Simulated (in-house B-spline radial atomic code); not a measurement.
A fraction x of an electron is removed from 5d in Gd, starting from [Xe] 4f7 5d1 6s2 and keeping the highest spin. All numbers are computed (scalar-relativistic (X2C) BP86, spin-polarised, spherical fractional occupations; Fermi nucleus of rms radius 5.1569 fm) with a radial B-spline atomic code at the basis-set limit, not measured.

```tsv
x	E(x) - E(0) (eV)	5d up level (eV)
0	0.0000	-3.074
0.07	0.2309	-3.525
0.24	?	?
0.31	1.2692	-5.147
0.46	2.1210	-6.218
0.5	2.3756	-6.510
0.53	2.5742	-6.731
0.64	3.3597	-7.554
0.8	4.6663	-8.786
0.89	?	?
1	6.5817	-
```

What belongs in the row x = 0.24?

An energy change of 0.9259 eV; 5d up at -4.662 eV.

What belongs in the row x = 0.89?

An energy change of 5.4889 eV; 5d up at -9.495 eV.

Check Janak's theorem between x = 0.31 and 0.46.

The slope of the energy is 5.68 eV; the orbital levels give 5.68 eV (-ε of the emptying orbital, averaged over the two points).
